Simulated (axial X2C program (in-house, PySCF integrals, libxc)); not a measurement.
**CPrO⁻: the levels of the configuration f(δφ)1 s1 f(π)0**

Computed with an axial X2C code built on PySCF integrals: two-component X2C with atomic mean-field Coulomb and Gaunt terms, basis C dyall-v2z, Pr dyall-v2z, O dyall-v2z (cores contracted in-house). Orbitals come from Hartree–Fock averaged over the configuration Pr f(δφ)1 s1 f(π)0; CI then distributes these electrons over the f(δφ), s, f(π) shells of Pr.

C–Pr–O held linear, bonds 2.213 and 1.720 Å (the second held) (near the minimum of the configuration average).

Active spinors (ω > 0):

```csv
shell,ω,ε (eV),character
f(δφ),3/2,10.84,100% Pr f
f(δφ),5/2,10.97,100% Pr f
f(δφ),5/2,11.21,100% Pr f
f(δφ),7/2,11.36,100% Pr f
s,1/2,2.06,"79% Pr s, 14% Pr d, 4% C p"
f(π),1/2,13.13,"63% Pr f, 18% Pr d, 7% C p"
f(π),3/2,13.36,"77% Pr f, 10% Pr d, 5% O p"
```

Lowest levels of this model:

```json
{"Ω": "2", "energy (cm⁻¹)": "0", "g∥": "2.13", "configuration": "100% f(δφ)1 s1"}
{"Ω": "3", "energy (cm⁻¹)": "114", "g∥": "6.15", "configuration": "100% f(δφ)1 s1"}
{"Ω": "1", "energy (cm⁻¹)": "1748", "g∥": "0.03", "configuration": "100% f(δφ)1 s1"}
{"Ω": "2", "energy (cm⁻¹)": "1925", "g∥": "4.03", "configuration": "100% f(δφ)1 s1"}
{"Ω": "4", "energy (cm⁻¹)": "2619", "g∥": "10.00", "configuration": "100% f(δφ)1 s1"}
{"Ω": "3", "energy (cm⁻¹)": "2772", "g∥": "6.00", "configuration": "100% f(δφ)1 s1"}
{"Ω": "3", "energy (cm⁻¹)": "3894", "g∥": "7.85", "configuration": "100% f(δφ)1 s1"}
{"Ω": "2", "energy (cm⁻¹)": "4086", "g∥": "3.87", "configuration": "100% f(δφ)1 s1"}
```

g∥ is the magnitude of 2⟨Lz + ge Sz⟩ for the +Ω component.

Q: From Ω and g∥ of the lowest level, whose 2⟨Lz + ge Sz⟩ is positive, find ⟨Sz⟩ and ⟨Lz⟩ (ge = 2.0023).

A: Ω = ⟨Lz⟩ + ⟨Sz⟩ = 2 and ⟨Lz⟩ + ge⟨Sz⟩ = 1.065, so ⟨Sz⟩ = -0.93 and ⟨Lz⟩ = 2.93.

Occupations of the active spinors in the lowest level by ω, shell by shell in order of energy: -7/2: 0.00; -5/2: 0.00 0.00; -3/2: 0.00 0.00; -1/2: 1.00 0.00; 1/2: 0.00 0.00; 3/2: 0.00 0.00; 5/2: 0.59 0.41; 7/2: 0.00. The leading determinant has weight 0.59 among 10.

This point took 1.4 s on 1 thread of Arm Neoverse V1, on a shared host.

There is no dynamic correlation: spin–orbit spacings and, for f shells, spacings inside one term are the most reliable numbers, splittings between terms come out too wide, and energies between configurations are not reliable, so the lowest level need not be the ground state of the molecule. At most 6 roots were kept for each Ω > 0 (twice that for Ω = 0) within 3.5 eV of the lowest, so higher up levels can be missing between those listed; levels with Ω > 0 are doubly degenerate and listed once, Ω = 0 levels singly. States that fill the shells left empty in the average are placed too high. For an anion, levels above electron detachment are held by the basis set. Along the bond the averaged SCF switches between close solutions, so this one may not be the lowest. The molecule was held linear; bending was not examined.
